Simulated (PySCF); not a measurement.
Compound: CH₉BGe₂O₂.
Geometry (PBE0-D3(BJ)/def2-SVP, Å), atoms numbered from 1 in this order:
```xyz
15
CH9BGe2O2 angstrom
O     -2.310    0.897    0.501
B     -2.184   -0.456    0.595
O     -2.996   -1.251    1.338
Ge    -0.627   -1.306   -0.483
C      0.812    0.021   -0.663
Ge     1.634    0.493    1.043
H     -3.025    1.284    1.020
H     -3.703   -0.793    1.810
H     -0.067   -2.569    0.207
H     -1.092   -1.733   -1.895
H      1.590   -0.345   -1.350
H      0.373    0.931   -1.103
H      0.558    0.973    2.038
H      2.337   -0.737    1.653
H      2.678    1.617    0.873
```

The calculation used core-valence-separated Tamm–Dancoff BHandHLYP/aug-pcX-1 (pcseg-1 on H, def2-SVPD on Ge) in PySCF, non-relativistic, gas phase, PBE0-D3(BJ)/def2-SVP geometry. The energies are unshifted.

Q: Give energies, oscillator strengths and core holes at the B K edge.

A: 
```
E (eV)       f  core hole on  main final orbital
188.78  0.0852            B2              spread
191.32  0.0001            B2         LUMO (93 %)
192.39  0.0078            B2       LUMO+1 (51 %)
192.97  0.0054            B2       LUMO+3 (56 %)
193.21  0.0049            B2              spread
193.30  0.0300            B2              spread
193.75  0.0031            B2       LUMO+5 (39 %)
```

The first line with a tenth or more of the strongest one's intensity is at 188.78 eV (f = 0.085), with the hole on B2 (three-coordinate boron). It is also the strongest listed.

Q: Give energies, oscillator strengths and core holes at the C K edge.

A: 
```csv
E (eV),f,core hole on,main final orbital
285.10,0.0016,C5,LUMO+1 (61 %)
285.55,0.0246,C5,LUMO (32 %)
285.72,0.0352,C5,spread
286.00,0.0300,C5,spread
286.09,0.0041,C5,LUMO (38 %)
286.27,0.0110,C5,spread
286.97,0.0081,C5,LUMO+8 (34 %)
```

The first line with a tenth or more of the strongest one's intensity is at 285.55 eV (f = 0.025), with the hole on C5 (sp3 carbon bound to germanium). The strongest listed is at 285.72 eV (f = 0.035; C5).

Q: List the oxygen K-edge absorption lines.

A: 
| E (eV) | f | core hole on | main final orbital |
| --- | --- | --- | --- |
| 532.05 | 0.0454 | O1/O3 | LUMO (2 roots, f summed) |
| 532.62 | 0.0212 | O3 | LUMO+2 (35 %) |
| 532.67 | 0.0229 | O1 | LUMO+2 (35 %) |
| 534.59 | 0.0040 | O1/O3 | LUMO+1 (2 roots, f summed) |
| 535.01 | 0.0066 | O1 | LUMO+3 (45 %) |
| 535.04 | 0.0070 | O3 | LUMO+3 (32 %) |
| 535.36 | 0.0037 | O1/O3 | LUMO+4 (2 roots, f summed) |

The first line with a tenth or more of the strongest one's intensity is at 532.05 eV (f = 0.045, sum of 2), with the hole on O1/O3 (boron-bound oxygen). It is also the strongest listed.

Roots within 0.03 eV whose holes lie on the same, on equivalent or on shared atoms are summed into one line, and the highest roots are left out, as the search may have cut off their partners. Final orbitals are the ground state's empty Kohn–Sham orbitals.

Q: What are the wavelength and the wavenumber of the 193.30 eV line?

A: λ = 12398.42 eV Å/193.30 eV = 64.141 Å; 1.5591 × 10⁶ cm⁻¹.

The ionisation thresholds weren't computed; near and above them a finite basis only mimics Rydberg series and continuum. Relativistic effects, spin–orbit coupling among them, are left out although an element past zinc is present.

Hardware: one thread, Arm Neoverse V1 (aarch64), shared host. Cost: 38 s of wall time, 1.1 GiB resident at most.

One conformer stands for the species.
